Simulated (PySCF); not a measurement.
H4SiSn, neutral, multiplicity 1. Atoms are numbered in the order given.

```xyz
6

Sn     0.0350    -0.6923     0.0000
H     -1.7448    -0.6391     0.0000
Si     0.0047     1.9779     0.0000
H     -0.7147     2.4851     1.2008
H     -0.7147     2.4851    -1.2008
H      1.3568     2.5955     0.0000
```
Charge 0, spin multiplicity 1.

Geometry optimised at B3LYP-D3(BJ)/def2-TZVP. The def2 effective core potentials stand for the cores of Sn; spin–orbit coupling is left out.

These are PBE/def2-TZVPD run with PySCF values and carry that method's errors.

Mulliken values depend strongly on the basis, most of all with diffuse functions as here. ESP charges are fitted to the potential on shells at 1.4 to 2.0 van der Waals radii. Atomic charges (e):

```
atom  Mulliken  ESP fit
----  --------  -------
Sn1       0.23     0.12
H2       -0.07    -0.12
Si3      -0.11     0.35
H4       -0.01    -0.10
H5       -0.01    -0.10
H6       -0.02    -0.15
```
